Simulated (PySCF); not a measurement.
Isomers of C7H12P2, one GFN2-xTB conformer each. Single-point energies are computed at PBE0/pcSseg-1 (PySCF, gas phase, no added dispersion term), electronic only.

```json
{"SMILES": "C/C=C/P=P\\C1CCC1", "GFN2-xTB relative energy (kcal/mol)": "22.0"}
{"SMILES": "C#CC/P=P/C(C)(C)C", "GFN2-xTB relative energy (kcal/mol)": "34.4"}
{"SMILES": "Cc1cccp1P(C)C", "GFN2-xTB relative energy (kcal/mol)": "0.0"}
```

Conformers: `[CH3:1]/[CH:2]=[CH:3]/[P:4]=[P:5]\[CH:6]1[CH2:7][CH2:8][CH2:9]1` with C2–C3–P4–P5 179°, P4–P5–C6–C7 76°, P5–C6–C7–C8 128°, C6–C7–C8–C9 -11°, C7–C8–C9–C6 11°, P5–C6–C9–C8 -130°; `[CH:1]#[C:2][CH2:3]/[P:4]=[P:5]/[C:6]([CH3:7])([CH3:8])[CH3:9]` with C2–C3–P4–P5 109°; `[CH3:1][c:2]1[cH:3][cH:4][cH:5][p:6]1[P:7]([CH3:8])[CH3:9]` with C5–P6–P7–C8 -76°.

Q: What does PBE0/pcSseg-1 give for the same structures?

A: 
```json
{"SMILES": "Cc1cccp1P(C)C", "PBE0/pcSseg-1 E (Eh)": "-956.00294", "PBE0/pcSseg-1 (kcal/mol)": "0.0", "GFN2-xTB (kcal/mol)": "0.0", "point group": "C1"}
{"SMILES": "C/C=C/P=P\\C1CCC1", "PBE0/pcSseg-1 E (Eh)": "-955.95424", "PBE0/pcSseg-1 (kcal/mol)": "30.6", "GFN2-xTB (kcal/mol)": "22.0", "point group": "C1"}
{"SMILES": "C#CC/P=P/C(C)(C)C", "PBE0/pcSseg-1 E (Eh)": "-955.92969", "PBE0/pcSseg-1 (kcal/mol)": "46.0", "GFN2-xTB (kcal/mol)": "34.4", "point group": "C1"}
```

Both levels put the same isomer lowest; measured from each level's own lowest isomer, the values differ by up to 11.6 kcal/mol (C#CC/P=P/C(C)(C)C: 34.4 against 46.0). 

Q: Which frontier levels, dipoles and rotational constants go with these structures?

A: 
```json
{"SMILES": "Cc1cccp1P(C)C", "HOMO (eV, PBE0/pcSseg-1)": "-6.27", "LUMO (eV)": "-1.20", "dipole (D)": "0.77", "A, B, C (MHz)": "1816, 1014, 748.6"}
{"SMILES": "C/C=C/P=P\\C1CCC1", "HOMO (eV, PBE0/pcSseg-1)": "-6.54", "LUMO (eV)": "-2.42", "dipole (D)": "3.62", "A, B, C (MHz)": "1742, 655.0, 502.9"}
{"SMILES": "C#CC/P=P/C(C)(C)C", "HOMO (eV, PBE0/pcSseg-1)": "-6.95", "LUMO (eV)": "-2.60", "dipole (D)": "1.09", "A, B, C (MHz)": "2638, 564.8, 556.3"}
```
